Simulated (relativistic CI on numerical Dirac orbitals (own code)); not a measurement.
## Hg4+: O2,3 absorption edge

Computed with this model: Dirac-Coulomb-Breit CI, orbitals from a KLI potential per configuration, a model potential for QED, multiplet model of core-to-valence dipole absorption, unscaled Slater integrals; configurations [Xe] 4f14 5d8 → [Kr] 4d10 4f14 5s2 5p5 5d9; 300 K; Lorentzian 1 eV and Gaussian 0.3 eV FWHM. Energies are those of the free ion, without screening or charge transfer. The branching ratio is the share of the lower-energy edge in the whole absorption, uncertain by about 0.02 where the edges overlap. S is read from ⟨S²⟩ = S(S + 1).

Field parameters in Wybourne normalisation: D3d B²₀ = −7Dσ, B⁴₀ = −14Dq − 21Dτ, B⁴₃ = −14√(10/7) Dq. The field is a parameter set, without covalency.

free ion: ground-state S = 0.97, centroid 62.42 eV. Peaks (eV, height): 58.8 (69), 62.2 (100), 66.5 (54).

D3d, 10Dq = 22150, Dσ = -1200, Dτ = 20 cm⁻¹: ground-state S = 0.99, centroid 65.38 eV. Peaks (eV, height): 61.0 (100), 63.0 (77), 64.2 (47), 67.5 (35), 69.2 (26), 81.2 (15), 84.2 (16).

D3d, 10Dq = 22150, Dσ = -170, Dτ = 20 cm⁻¹: ground-state S = 0.99, centroid 65.39 eV. Peaks (eV, height): 61.0 (100), 63.0 (70), 64.5 (44), 67.5 (34), 69.2 (26), 81.2 (14), 84.2 (15).

Strongest unbroadened transitions for D3d, 10Dq = 22150, Dσ = -170, Dτ = 20 cm⁻¹:

| Energy (eV) | Relative strength |
| --- | --- |
| 60.53 | 21.6 |
| 60.54 | 18.0 |
| 60.72 | 49.4 |
| 61.18 | 36.0 |
| 61.22 | 76.1 |
| 61.77 | 9.4 |
| 61.81 | 19.4 |
| 63.05 | 100.0 |
| 64.44 | 40.6 |
| 64.46 | 18.4 |
| 66.83 | 10.1 |
| 67.56 | 23.0 |
| 67.59 | 10.1 |
| 69.20 | 23.7 |
| 69.26 | 10.9 |
| 69.88 | 9.8 |
| 81.06 | 12.2 |
| 84.17 | 14.2 |
